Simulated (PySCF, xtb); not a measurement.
C5H5Cl, SMILES Cl/C=C/C=C=C.

GFN2-xTB (xtb) at its own geometry gives an orbital gap of 3.38 eV and a dipole moment of 2.16 D.

Geometry optimised at r2SCAN-D4/def2-SVP. The structure was generated by enumeration; whether it is a known compound was not checked. One conformer was computed; it need not be the lowest.

What does PBE/def2-TZVP (PySCF) give? (Estimate from the structure and the level; the computed values follow.)

gap 3.36 eV (levels -5.53 and -2.17 eV), dipole 1.46 D.
